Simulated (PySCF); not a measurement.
**Radial density of Ni²⁺ (nickel, charge +2)**

M06-L, [Ar] 3d8, high-spin 3F determinant. All numbers are calculated (PySCF 2.14, no relativity, point nucleus, in cc-pVDZ).

```
r (bohr)  4πr²ρ (e/bohr)  4πr²(ρα − ρβ)
0.000960          0.1637         0.0000
 0.00161          0.4465         0.0000
 0.00271           1.188         0.0000
 0.00457           3.030         0.0001
 0.00768           7.203         0.0002
  0.0129           15.22         0.0005
  0.0217           26.45         0.0009
  0.0365           33.66         0.0018
  0.0615           29.19         0.0059
   0.103           28.56         0.0329
   0.174           38.27         0.1890
   0.293           22.63         0.8486
   0.492           18.02         2.0076
   0.828           17.01         1.8596
    1.39           4.246         0.6276
    2.34          0.4177         0.0658
    3.94        0.006033        -0.0006
    6.63       1.974e-05         0.0000
```
